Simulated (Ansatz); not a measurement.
Input file for Ansatz (an electronic-structure program): R-CAM-B3LYP/def2-TZVPP on C2H8GaN (SMILES [CH3][Ga]([CH3])[NH2]).

Ansatz 0.2 input:
```yaml
crystal:
  periodic: [false, false, false]
  atoms:
    - {symbol: C, position_ang: [-1.61091225, 1.04376701, -0.11630668]}
    - {symbol: Ga, position_ang: [0.10683714, 0.06349483, -0.04570428]}
    - {symbol: C, position_ang: [0.38901986, -1.76946969, 0.64513587]}
    - {symbol: N, position_ang: [1.58524939, 0.94147208, -0.68545821]}
    - {symbol: H, position_ang: [-2.03964538, 1.13803443, 0.88337189]}
    - {symbol: H, position_ang: [-1.48363937, 2.04303635, -0.53313065]}
    - {symbol: H, position_ang: [-2.33423051, 0.50319528, -0.73023500]}
    - {symbol: H, position_ang: [-0.22266988, -2.48518725, 0.09226933]}
    - {symbol: H, position_ang: [0.09378919, -1.83222773, 1.69441529]}
    - {symbol: H, position_ang: [1.43324114, -2.07127520, 0.56200211]}
    - {symbol: H, position_ang: [2.51275924, 0.54988762, -0.70426054]}
    - {symbol: H, position_ang: [1.57020144, 1.87527226, -1.06209914]}
basis:
  gaussian:
    orbitals: def2-TZVPP
hamiltonian:
  xc: {name: CAM-B3LYP}
scf: {lower_state_search: off}
```

The log:

```
WARN ansatz: RAYON_NUM_THREADS=4 ignored (pool sized by the plan → 4); use --threads N
Functional definition: CAM-B3LYP
these checks for a lower state are left out or cut short: stability, starts, cluster_reference, orbital_swaps, neighbouring_geometries, increment
integrals: 0.23 GiB planned
1390 factors; their error is unknown
integrals: 0.27 GiB planned
368 factors; integrals over basis functions are off by at most 8.6e-6 eV
mean field: 2.00 GiB planned
mean field evaluation 1: about -56062.7056 eV, gradient 8.5e1 eV
mean field evaluation 2: about -56058.3617 eV, gradient 9.5e1 eV
mean field evaluation 4: about -56076.1926 eV, gradient 3.1e0 eV
mean field evaluation 8: about -56076.2178 eV, gradient 2.7e-2 eV
mean field evaluation 16: about -56076.3486 eV, gradient 1.3e-5 eV
mean field -56076.34862181 eV, -2060.7678019374 hartree, gradient 7.3e-6 eV, S^2 0.000000; 0 other end points of the search recorded, 0 dependent functions left out
reference -56076.34876274 eV, -2060.7678071163 hartree; 29, 29 occupied and 224, 224 virtual orbitals, 1390 factors
Total energy: -56076.34876274 eV, -2060.7678071163 hartree
Checks for a lower state left out: stability, starts, cluster_reference, orbital_swaps, neighbouring_geometries, increment
```

The calculation finished and met its thresholds.

Cost: very roughly 8 core-seconds.
